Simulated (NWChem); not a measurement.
# MgHSeI; SMILES [I][Mg][SeH]

```xyz
4

Mg    -0.0777     0.5974     0.0002
I     -0.2711    -1.9531    -0.0003
Se     0.1362     3.0103     0.0008
H     -1.3323     3.1343    -0.0075
```
Atoms are numbered in this order, from 1.

Results from NWChem. All runs use the structure optimised with PBE0/def2-SVP. Not confirmed as a minimum by frequencies. def2 effective core potentials on I; no spin-orbit coupling. Ions are spin-unrestricted doublets at the neutral geometry; other ion states weren't tried.

Q: Predict the results for PBE/def2-SVP. Quantities: vertical ionisation energy, ΔSCF (eV); −ε(HOMO) (eV).

A: The vertical ionisation energy, ΔSCF (eV) is 8.69 and the −ε(HOMO) (eV) is 5.86.
